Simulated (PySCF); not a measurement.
C₃H₉O₂Si, doublet, at a GFN2-xTB geometry, with bond 15-5 at 1.8 times its length; CASSCF(3,4)/STO-3G in PySCF.

Here is a job for PySCF.
```python
from pyscf import gto, scf, mcscf
import numpy

mol = gto.Mole()
mol.atom = '''
    C     2.36858340   -0.20238536   -0.17099392
    O     1.04835870   -0.26442924   -0.60652506
    Si   -0.29307910    0.10531616    0.25822837
    C    -1.23591537    1.23728990   -1.03380421
    C    -1.39707430   -1.46865526   -0.12208928
    O    -0.24181264    0.58794722    1.70318141
    H     2.42807595    0.16824904    0.85273280
    H     2.80860609   -1.20196691   -0.22024491
    H     2.93094320    0.46198809   -0.83226852
    H    -2.26659058    1.31189792   -0.72227979
    H    -1.15626046    0.82975212   -2.03076220
    H    -0.75725784    2.20423598   -0.97469961
    H    -1.01820508   -2.24999809    0.52098736
    H    -2.41677193   -1.23145590    0.14022727
    H    -1.24999313   -1.98005846   -1.99179696
'''
mol.basis = 'sto-3g'
mol.spin = 1
mol.verbose = 4
mol.build()

mf = scf.ROHF(mol)
mf.kernel()
mc = mcscf.CASSCF(mf, 4, 3)
mc.fix_spin_(ss=0.75)
mc.conv_tol = 1e-5
mc.kernel()
occ = numpy.linalg.eigvalsh(mc.fcisolver.make_rdm1(mc.ci, mc.ncas, mc.nelecas))[::-1]
ss = mc.fcisolver.spin_square(mc.ci, mc.ncas, mc.nelecas)[0]
print('natural occupations', occ.round(4), ' <S^2>', round(ss, 4))
```

The log (banner, timings and long lists left out):

```
PySCF version 2.14.0

[INPUT] verbose = 4
[INPUT] num. atoms = 15
[INPUT] num. electrons = 57
[INPUT] charge = 0
[INPUT] spin (= nelec alpha-beta = 2S) = 1
[INPUT] symmetry False subgroup None
[INPUT] Mole.unit = angstrom
[INPUT] Symbol           X                Y                Z      unit          X                Y                Z       unit  Magmom
[INPUT]  1 C      2.368583400000  -0.202385360000  -0.170993920000 AA    4.475973929191  -0.382452902022  -0.323131677766 Bohr   0.0
[INPUT]  2 O      1.048358700000  -0.264429240000  -0.606525060000 AA    1.981110823305  -0.499698842927  -1.146166251085 Bohr   0.0
[INPUT]  3 Si    -0.293079100000   0.105316160000   0.258228370000 AA   -0.553839231834   0.199018698891   0.487980896893 Bohr   0.0
[INPUT]  4 C     -1.235915370000   1.237289900000  -1.033804210000 AA   -2.335541562440   2.338139047690  -1.953606823322 Bohr   0.0
[INPUT]  5 C     -1.397074300000  -1.468655260000  -0.122089280000 AA   -2.640087802668  -2.775356212802  -0.230715301945 Bohr   0.0
[INPUT]  6 O     -0.241812640000   0.587947220000   1.703181410000 AA   -0.456959663058   1.111059221499   3.218546405351 Bohr   0.0
[INPUT]  7 H      2.428075950000   0.168249040000   0.852732800000 AA    4.588398555143   0.317944606321   1.611431449434 Bohr   0.0
[INPUT]  8 H      2.808606090000  -1.201966910000  -0.220244910000 AA    5.307496301886  -2.271388270690  -0.416202560229 Bohr   0.0
[INPUT]  9 H      2.930943200000   0.461988090000  -0.832268520000 AA    5.538679934656   0.873030962911  -1.572759564897 Bohr   0.0
[INPUT] 10 H     -2.266590580000   1.311897920000  -0.722279790000 AA   -4.283235432719   2.479127772187  -1.364910988408 Bohr   0.0
[INPUT] 11 H     -1.156260460000   0.829752120000  -2.030762200000 AA   -2.185015598064   1.568004258077  -3.837584382119 Bohr   0.0
[INPUT] 12 H     -0.757257840000   2.204235980000  -0.974699610000 AA   -1.431009923280   4.165402316112  -1.841915316620 Bohr   0.0
[INPUT] 13 H     -1.018205080000  -2.249998090000   0.520987360000 AA   -1.924128739841  -4.251880170894   0.984523424760 Bohr   0.0
[INPUT] 14 H     -2.416771930000  -1.231455900000   0.140227270000 AA   -4.567037053237  -2.327114385480   0.264991135495 Bohr   0.0
[INPUT] 15 H     -1.249993130000  -1.980058460000  -1.991796960000 AA   -2.362144673288  -3.741768200028  -3.763950750141 Bohr   0.0

nuclear repulsion = 320.981143433552
number of shells = 29
number of NR pGTOs = 129
number of NR cGTOs = 43
basis = sto-3g
ecp = {}

******** <class 'pyscf.scf.rohf.ROHF'> ********
method = ROHF
initial guess = minao
damping factor = 0
level_shift factor = 0
DIIS = <class 'pyscf.scf.diis.CDIIS'>
diis_start_cycle = 1
diis_space = 8
diis_damp = 0
SCF conv_tol = 1e-09
SCF conv_tol_grad = None
SCF max_cycles = 50
direct_scf = True
direct_scf_tol = 1e-13
num. doubly occ = 28  num. singly occ = 1
Set gradient conv threshold to 3.16228e-05
init E= -550.882578511622
  HOMO = -0.229275498616966  LUMO = 0.0101471496195219  gap/eV = 6.51502
cycle= 1 E= -550.108295191005  delta_E= 0.774  |g|= 0.716  |ddm|= 3.19
  HOMO = 0.0336964725951499  LUMO = 0.12916195842237  gap/eV = 2.59775
cycle= 2 E= -550.064450086645  delta_E= 0.0438  |g|= 1.08  |ddm|= 1.89
  HOMO = -0.151753787802885  LUMO = 0.205430853226357  gap/eV = 9.71949
cycle= 3 E= -550.440029302944  delta_E= -0.376  |g|= 0.151  |ddm|= 1.14
  HOMO = -0.0752233804553794  LUMO = 0.203966846282662  gap/eV = 7.59715
cycle= 4 E= -550.489619748405  delta_E= -0.0496  |g|= 0.201  |ddm|= 0.543
  HOMO = -0.101033790398865  LUMO = 0.214974243041279  gap/eV = 8.59902
cycle= 5 E= -550.511040660791  delta_E= -0.0214  |g|= 0.102  |ddm|= 0.252
  HOMO = -0.132049133234568  LUMO = 0.22485466833523  gap/eV = 9.71185
cycle= 6 E= -550.514195499265  delta_E= -0.00315  |g|= 0.0318  |ddm|= 0.142
  HOMO = -0.13348539705776  LUMO = 0.228107190779004  gap/eV = 9.83944
cycle= 7 E= -550.514940682294  delta_E= -0.000745  |g|= 0.0233  |ddm|= 0.18
  HOMO = -0.12498449533741  LUMO = 0.225979877217378  gap/eV = 9.55023
cycle= 8 E= -550.516062619522  delta_E= -0.00112  |g|= 0.00726  |ddm|= 0.099
  HOMO = -0.125508782736338  LUMO = 0.226115400682245  gap/eV = 9.56818
cycle= 9 E= -550.516144615976  delta_E= -8.2e-05  |g|= 0.00281  |ddm|= 0.0167
  HOMO = -0.126821145941308  LUMO = 0.226367469726661  gap/eV = 9.61075
cycle= 10 E= -550.516160348167  delta_E= -1.57e-05  |g|= 0.00118  |ddm|= 0.0105
  HOMO = -0.126890037085283  LUMO = 0.226309147259453  gap/eV = 9.61104
cycle= 11 E= -550.516164915059  delta_E= -4.57e-06  |g|= 0.000854  |ddm|= 0.0047
  HOMO = -0.126783990316587  LUMO = 0.226292215682439  gap/eV = 9.60769
cycle= 12 E= -550.516168271598  delta_E= -3.36e-06  |g|= 0.000722  |ddm|= 0.00348
  HOMO = -0.126584305129509  LUMO = 0.226252836092652  gap/eV = 9.60119
cycle= 13 E= -550.516173710265  delta_E= -5.44e-06  |g|= 0.000667  |ddm|= 0.00597
  HOMO = -0.126687653593427  LUMO = 0.226231238366219  gap/eV = 9.60341
cycle= 14 E= -550.516178139216  delta_E= -4.43e-06  |g|= 0.000644  |ddm|= 0.00518
  HOMO = -0.126568879253112  LUMO = 0.226139418542196  gap/eV = 9.59768
cycle= 15 E= -550.51618925847  delta_E= -1.11e-05  |g|= 0.000579  |ddm|= 0.0141
  HOMO = -0.126550232355618  LUMO = 0.226022991868881  gap/eV = 9.59401
cycle= 16 E= -550.51620066011  delta_E= -1.14e-05  |g|= 0.00052  |ddm|= 0.0163
  HOMO = -0.126117205055029  LUMO = 0.225661835977232  gap/eV = 9.57240
cycle= 17 E= -550.516222800474  delta_E= -2.21e-05  |g|= 0.000371  |ddm|= 0.0436
  HOMO = -0.125785713526441  LUMO = 0.225361218669771  gap/eV = 9.55519
cycle= 18 E= -550.516231967795  delta_E= -9.17e-06  |g|= 0.000305  |ddm|= 0.0374
  HOMO = -0.126164546990248  LUMO = 0.225356986438253  gap/eV = 9.56539
cycle= 19 E= -550.51623233365  delta_E= -3.66e-07  |g|= 0.00013  |ddm|= 0.00202
  HOMO = -0.126084770089336  LUMO = 0.225249916652052  gap/eV = 9.56030
cycle= 20 E= -550.516233191247  delta_E= -8.58e-07  |g|= 0.000164  |ddm|= 0.0126
  HOMO = -0.126243638770986  LUMO = 0.225222960401828  gap/eV = 9.56389
cycle= 21 E= -550.51623329605  delta_E= -1.05e-07  |g|= 6.3e-05  |ddm|= 0.0043
  HOMO = -0.126364303705164  LUMO = 0.225229116121605  gap/eV = 9.56734
cycle= 22 E= -550.516233301457  delta_E= -5.41e-09  |g|= 2.58e-05  |ddm|= 0.000377
  HOMO = -0.126332145777007  LUMO = 0.225224321405186  gap/eV = 9.56634
cycle= 23 E= -550.516233303286  delta_E= -1.83e-09  |g|= 5.86e-06  |ddm|= 0.000522
  HOMO = -0.126324157076259  LUMO = 0.225224097499408  gap/eV = 9.56612
cycle= 24 E= -550.516233303346  delta_E= -6e-11  |g|= 1.45e-06  |ddm|= 1.96e-05
  HOMO = -0.12632302675598  LUMO = 0.225223933747623  gap/eV = 9.56608
Extra cycle  E= -550.516233303347  delta_E= -1.14e-12  |g|= 1.55e-06  |ddm|= 7.4e-06
converged SCF energy = -550.516233303347

******** <class 'pyscf.mcscf.mc1step.CASSCF'> ********
CAS (2e+1e, 4o), ncore = 27, nvir = 12
max_cycle_macro = 50
max_cycle_micro = 4
conv_tol = 1e-05
conv_tol_grad = None
orbital rotation max_stepsize = 0.02
orbital rotation threshold for CI restart = 0.01
augmented hessian ah_max_cycle = 30
augmented hessian ah_conv_tol = 1e-12
augmented hessian ah_linear dependence = 1e-14
augmented hessian ah_level shift = 1e-08
augmented hessian ah_start_tol = 2.5
augmented hessian ah_start_cycle = 3
augmented hessian ah_grad_trust_region = 3
kf_trust_region = 3
kf_interval = 4
ci_response_space = 4
ci_grad_trust_region = 3
with_dep4 0
natorb = False
canonicalization = True
sorting_mo_energy = False
ao2mo_level = 2
internal_rotation = False
******** <class 'pyscf.fci.addons.SpinPenaltyFCISolver'> ********
max. cycles = 50
conv_tol = 1e-08
davidson only = True
linear dependence = 1e-12
level shift = 0.001
max iter space = 12
nroots = 1
pspace_size = 400
spin = None
CASCI E = -550.523141916497  S^2 = 0.7500000
Set conv_tol_grad to 0.00316228
macro iter   1 ( 21 JK    4 micro), CASSCF E = -550.550556759545  dE = -2.74148430e-02  S^2 = 0.7500000
               |grad[o]|=0.0232  |grad[c]|=0.0301  |ddm|=0.0836  |maxRot[o]|=0.314
macro iter   2 ( 21 JK    4 micro), CASSCF E = -550.587306284663  dE = -3.67495251e-02  S^2 = 0.7500000
               |grad[o]|=0.0619  |grad[c]|=0.0339  |ddm|=0.131  |maxRot[o]|=0.314
macro iter   3 ( 21 JK    4 micro), CASSCF E = -550.599498033044  dE = -1.21917484e-02  S^2 = 0.7500000
               |grad[o]|=0.0492  |grad[c]|=0.0205  |ddm|=0.0316  |maxRot[o]|=0.196
macro iter   4 ( 21 JK    4 micro), CASSCF E = -550.600961469320  dE = -1.46343628e-03  S^2 = 0.7500000
               |grad[o]|=0.0171  |grad[c]|=0.00296  |ddm|=0.00406  |maxRot[o]|=0.299
macro iter   5 ( 21 JK    4 micro), CASSCF E = -550.601062090984  dE = -1.00621665e-04  S^2 = 0.7500000
               |grad[o]|=0.00365  |grad[c]|=0.000539  |ddm|=0.000968  |maxRot[o]|=0.308
macro iter   6 (  3 JK    1 micro), CASSCF E = -550.601063185278  dE = -1.09429311e-06  S^2 = 0.7500000
               |grad[o]|=0.000461  |grad[c]|=0.000109  |ddm|=0.000126  |maxRot[o]|= 0.02
macro iter   7 (  1 JK    1 micro), CASSCF E = -550.601063185634  dE = -3.56067176e-10  S^2 = 0.7500000
               |grad[o]|=0.000191  |grad[c]|=1.5e-05  |ddm|=8.7e-06  |maxRot[o]|=    0
1-step CASSCF converged in   7 macro (109 JK  22 micro) steps
CASSCF canonicalization
Density matrix diagonal elements [1.73260639e+00 9.99865096e-01 2.66343513e-01 1.18500659e-03]
CASSCF energy = -550.601063185634
CASCI E = -550.601063185634  E(CI) = -2.05953227464602  S^2 = 0.7500000
natural occupations [1.7326e+00 9.9990e-01 2.6730e-01 2.0000e-04]  <S^2> 0.75
```
